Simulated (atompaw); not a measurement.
**Pseudopotential generation for antimony: PAW (atompaw), PBE, scalar-relativistic.**

- Element: antimony
- Generator: atompaw 4.2.0.5
- Type: PAW
- Functional: PBE
- Relativity: scalar-relativistic
- Frozen core: [Kr] 4d10
- Valence charge: 5
- Reference configuration: 5s2 5p3
- Partial waves: 5s (bound); 5s channel at 0.7 Ry; 5p (bound); 5p channel at 1 Ry
- Local potential: bessel scheme, radius 1.60 bohr
- Core correction: smooth core density matched at 2.25 bohr
- Augmentation charge: sinc compensation charge, radius 2.10 bohr; PAW radius 2.25 bohr; waves and projectors: bloechl

Poles of the logarithmic derivatives, all-electron (AE) and pseudo (PS). Narrow ghost or core levels that the grid stepped over were put in at their known energies. s: poles at 1.3 (AE) and -1.1, 1.3 (PS) Ry. p: poles at 2.9 (AE) and -0.1, 2.9 (PS) Ry. Test radius 2.27 bohr.

* Cutoffs needed: 8 Ry and 15 Ry (the cutoffs (Ry, on a coarse ladder) from which the occupation-weighted sum of valence levels, in a spherical-Bessel basis at the reference potential, stays within 10 and 1 mRy of its value at 400 Ry)
* Ghost test: ghost states, extra bound levels that the all-electron valence spectrum of the same l lacks: s at -14.8 eV, p at -1.65 eV; a true bound ghost makes a file unfit for plane-wave use (spherical-Bessel basis up to 400 Ry, 20 bohr box)
* Lowest eigenvalue of the overlap operator: 0.01 (p channel)
* Overlap eigenvalues printed by atompaw (projector basis): 0.00466, 0.0149, 0.95, 3.97
* Share of each valence orbital outside the PAW sphere: 5s 43 %, 5p 69 %
